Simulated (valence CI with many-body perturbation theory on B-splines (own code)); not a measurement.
Values are calculated unless marked as measured or tabulated.
**Dy⁵⁹⁺: magnetic and hyperfine properties of the levels**

Level of theory: valence CI with perturbative core correlation (CI+MBPT): five valence electrons over a frozen Dirac-Fock core [He], radial functions for each j: 11 s, 11 p, 10 d, 8 f, 5 g, 2 h, with the one-electron correlation potential Σ1, the two-electron term Σ2, the three-electron term Σ3, Breit, model QED; selected CI, second order for the rest, scaled by the run's own slope (own B-spline code, finite nucleus).

No measured spectrum was set against this ion. As an estimate, large intervals hold to a few tenths of a per cent, small ones and those within an open d or f shell to about a per cent. Among the levels kept, up to 7300 cm⁻¹ of a level comes from second order outside the variational space, and about a tenth of that is noise between levels of different J, which matters for small intervals.

A/g_I is the dipole constant over the nuclear g factor μ/I (μ in nuclear magnetons, uniformly magnetised nucleus), B/Q the quadrupole constant per barn. Both hold the static response of the core; the bare values leave it out. Large factors of s and p1/2 electrons are usually good to 5 to 10 %; those of open d and f shells near neutrality can be off by tens of per cent, and small factors of p3/2, d and f electrons come from cancelling terms and can be off by a factor of two or in sign, in half-filled shells by more. B is blank for J = 1/2, where it vanishes, and for nearly pure S terms. Energies count from the lowest level.

Levels are named by their leading jj configuration (3d3/2^4 stands for four electrons in 3d with j = 3/2), which in mixed levels can hold well under half, so a name can repeat and another be missing. Letters in brackets count levels of one name in rising energy.

| Level | E (× 10³ cm⁻¹) | g | A/g_I (MHz) | A/g_I bare | B/Q (MHz/b) | B/Q bare |
| --- | --- | --- | --- | --- | --- | --- |
| (2s^2 2p1/2^2 2p3/2) J=3/2 | 0.00 | 1.327 | 559000 | 573000 | 1070000 | 1070000 |
| (2s^2 2p1/2 2p3/2^2) J=3/2 | 6575.7 | 1.438 | -206000 | -186000 | 79100 | 79200 |
| (2s^2 2p1/2 2p3/2^2) J=5/2 | 6756.8 | 1.170 | 1360000 | 1360000 | -3500 | -3510 |
| (2s^2 2p1/2 2p3/2^2) J=1/2 | 7106.8 | 0.627 | 4490000 | 4470000 |  |  |
| (2s 2p1/2^2 2p3/2^2) J=5/2 | 8919.2 | 1.456 | 3190000 | 3180000 | 182000 | 183000 |
| (2s 2p1/2^2 2p3/2^2) J=1/2 | 9650.1 | 2.024 | 1.37e+07 | 1.35e+07 |  |  |
| (2s 2p1/2^2 2p3/2^2) J=3/2 | 9661.4 | 1.179 | -2060000 | -2010000 | -158000 | -158000 |
| (2s^2 2p3/2^3) J=3/2 | 13697 | 1.288 | 585000 | 597000 | -1150000 | -1160000 |
| (2s 2p1/2 2p3/2^3) J=3/2 [a] | 15689 | 1.582 | 3230000 | 3210000 | -867000 | -869000 |
| (2s 2p1/2 2p3/2^3) J=5/2 | 15998 | 1.284 | 4000000 | 3980000 | -1300000 | -1300000 |
| (2s 2p1/2 2p3/2^3) J=1/2 | 16425 | 1.367 | -5040000 | -4940000 |  |  |
| (2s 2p1/2 2p3/2^3) J=3/2 [b] | 16502 | 1.022 | 155000 | 183000 | -313000 | -313000 |
| (2p1/2^2 2p3/2^3) J=3/2 | 19089 | 1.306 | 544000 | 569000 | -1110000 | -1110000 |
| (2s 2p3/2^4) J=1/2 | 23139 | 1.852 | 1.38e+07 | 1.36e+07 |  |  |
| (2p1/2 2p3/2^4) J=1/2 | 25876 | 0.627 | 4500000 | 4460000 |  |  |
| (2s^2 2p1/2^2 3s) J=1/2 | 56224 | 1.999 | 3930000 | 3900000 |  |  |
| (2s^2 2p1/2^2 3p1/2) J=1/2 | 56935 | 0.650 | 1310000 | 1300000 |  |  |
| (2s^2 2p1/2^2 3p3/2) J=3/2 | 58996 | 1.325 | 164000 | 168000 | 316000 | 316000 |
| (2s^2 2p1/2^2 3d3/2) J=3/2 | 59639 | 0.784 | 95800 | 95700 | 53800 | 54300 |
| (2s^2 2p1/2^2 3d5/2) J=5/2 | 60249 | 1.191 | 34300 | 34400 | 48300 | 48900 |
| (2s^2 2p1/2 2p3/2 3s) J=3/2 [a] | 62891 | 1.659 | 904000 | 909000 | 703000 | 704000 |
| (2s^2 2p1/2 2p3/2 3s) J=1/2 | 62964 | 1.297 | -1850000 | -1810000 |  |  |
| (2s^2 2p1/2 2p3/2 3s) J=5/2 | 63044 | 1.315 | 2040000 | 2030000 | 1030000 | 1040000 |
| (2s^2 2p1/2 2p3/2 3s) J=3/2 [b] | 63091 | 0.963 | 1230000 | 1240000 | 618000 | 619000 |
| (2s^2 2p1/2 2p3/2 3p1/2) J=1/2 | 63594 | 1.729 | -979000 | -948000 |  |  |
| (2s^2 2p1/2 2p3/2 3p1/2) J=3/2 [a] | 63643 | 1.133 | 925000 | 932000 | 217000 | 218000 |
| (2s^2 2p1/2 2p3/2 3p1/2) J=5/2 | 63750 | 1.054 | 1510000 | 1520000 | 1020000 | 1030000 |
| (2s^2 2p1/2 2p3/2 3p1/2) J=3/2 [b] | 64025 | 1.314 | 859000 | 872000 | 1060000 | 1070000 |
| (2s 2p1/2^2 2p3/2 3s) J=5/2 | 64917 | 1.599 | 3710000 | 3680000 | 1090000 | 1090000 |
| (2s 2p1/2^2 2p3/2 3s) J=3/2 [a] | 65127 | 1.444 | 4260000 | 4230000 | 576000 | 577000 |
| (2s 2p1/2^2 2p3/2 3s) J=1/2 | 65515 | 1.194 | -3070000 | -3010000 |  |  |
| (2s^2 2p1/2 2p3/2 3p3/2) J=5/2 [a] | 65610 | 1.415 | -40000 | -28400 | 1100000 | 1100000 |
| (2s 2p1/2^2 2p3/2 3s) J=3/2 [b] | 65632 | 1.320 | -563000 | -533000 | 630000 | 631000 |
| (2s^2 2p1/2 2p3/2 3p3/2) J=3/2 [a] | 65670 | 1.197 | 974000 | 977000 | -568000 | -569000 |
| (2s^2 2p1/2 2p3/2 3p3/2) J=1/2 [a] | 65702 | 1.167 | -2370000 | -2330000 |  |  |
| (2s 2p1/2^2 2p3/2 3p1/2) J=3/2 | 65711 | 1.683 | 4380000 | 4350000 | 734000 | 736000 |
| (2s 2p1/2^2 2p3/2 3p1/2) J=5/2 | 65718 | 1.347 | 3310000 | 3290000 | 1040000 | 1050000 |
| (2s^2 2p1/2 2p3/2 3p3/2) J=7/2 | 65723 | 1.223 | 961000 | 966000 | 1360000 | 1370000 |
| (2s^2 2p1/2 2p3/2 3p3/2) J=3/2 [b] | 65904 | 1.400 | -36400 | -20500 | 227000 | 227000 |
| (2s^2 2p1/2 2p3/2 3p3/2) J=5/2 [b] | 65925 | 1.183 | 1190000 | 1190000 | 132000 | 132000 |

Question: Take the isotope of mass number 163, with I = 5/2, μ = 0.671 μN and Q = 2.65 b. What is the hyperfine structure of (2s^2 2p1/2 2p3/2^2) J=5/2?

Answer: From the table A = 364000 MHz, B = -9280 MHz. Shifts from the centre of gravity in MHz: F = 0: -3190000, F = 1: -2830000, F = 2: -2090000, F = 3: -998000, F = 4: 458000, F = 5: 2270000.
